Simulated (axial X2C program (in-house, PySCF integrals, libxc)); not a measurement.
## Tc: configurations by level of theory

Computed with an axial X2C code built on PySCF integrals, basis dyall-cv3z (cores contracted in-house), spin-free (one-electron X2C) and two-component (2c, atomic mean-field Coulomb and Gaunt terms). Energies in eV from the lowest row of each column (rows without correlated energies are left out; n/a marks j-coupled starts, which PBE0 does not hold); electrons by l are Mulliken totals of the Hartree–Fock solution, and PBE0 can relax to another configuration under the same block occupation. Coupled cluster uses truncated natural virtuals with an MP2 remainder. Frozen shells in the correlated columns: 4 s, 3 p, 1 d.

Spin-free determinants:

```json
{"electrons by l": "s10 p18 d15", "M_S, M_L": "5/2, 0", "HF": "0.00", "MP2": "0.00", "CCSD(T)": "0.00", "PBE0": "0.00"}
{"electrons by l": "s9 p18 d16", "M_S, M_L": "5/2, 1", "HF": "0.80", "MP2": "0.45", "CCSD(T)": "0.59", "PBE0": "0.07"}
{"electrons by l": "s9 p18 d16", "M_S, M_L": "5/2, 2", "HF": "0.79", "MP2": "0.46", "CCSD(T)": "0.60", "PBE0": "0.16"}
```

Two-component determinants:

| electrons by l | 2M_J | HF | MP2 | CCSD(T) | PBE0 |
| --- | --- | --- | --- | --- | --- |
| s10 p18 d15 | 5 | 0.00 | 0.00 | 0.00 | 0.00 |
| s9 p18 d16 | 9 | 0.71 | 0.37 | 0.52 | 0.12 |
| s9 p18 d16 | 7 | 0.75 | 0.41 | 0.54 | 0.07 |
| s9 p18 d16 | 3 | 0.83 | 0.48 | 0.62 | 0.16 |
| s9 p18 d16 | 1 | 0.86 | 0.53 | 0.67 | 0.29 |

Ground level as tabulated from the NIST Atomic Spectra Database (leading term): 2S+1 = 6, L = 0, J = 5/2.

Spin-free rows of one term, and 2c rows of one J level, should be degenerate; broken spherical symmetry, the missing current term of PBE0 and determinants that mix terms or J levels spread them. The search is wide but not exhaustive and can miss a configuration; gaps between s and d configurations can be off by some tenths of an eV with this basis and core.

The run took 2.2 min on 1 thread of Intel(R) Xeon(R) Processor @ 2.30GHz, with other jobs on the host.
